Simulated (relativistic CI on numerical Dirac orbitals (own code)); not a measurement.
# Spin-allowed bands of a d8 ion in a tetrahedral site, by hand

Problem. Take Δ = 3800 cm⁻¹ and B = 550 cm⁻¹ for a d8 ion in a tetrahedral site. Calculate the three spin-allowed bands.

Working.
1. The terms of highest spin are 3F (energy 0) and 3P (15B = 8250 cm⁻¹). Here the F term splits into A2 at +1.2Δ = 4560, T2 at +0.2Δ = 760 and T1 at −0.6Δ = -2280 cm⁻¹.
2. The two T1 states mix through the element 0.4Δ: H = [[-2280, 1520], [1520, 8250]], with roots ½(H₁₁ + H₂₂) ∓ ½√[(H₂₂ − H₁₁)² + 4H₁₂²] = ½(5970) ∓ ½(10960) = -2495 and 8465 cm⁻¹.
3. The ground term is 3T1 at -2495 cm⁻¹.
4. Bands: 3T2 3255 cm⁻¹ (3072 nm), 3A2 7055 cm⁻¹ (1417 nm), 3T1(P) 10960 cm⁻¹ (912 nm).

Check. Exact diagonalisation of the whole d8 shell with these parameters gives 3T2 3255, 3A2 7055, 3T1 10960 cm⁻¹. The match is exact, since without spin-orbit coupling no other term has this spin. The ratio of the second band to the first, 2.167, depends on Δ/B = 6.9 alone, which is how a Tanabe-Sugano diagram is read.
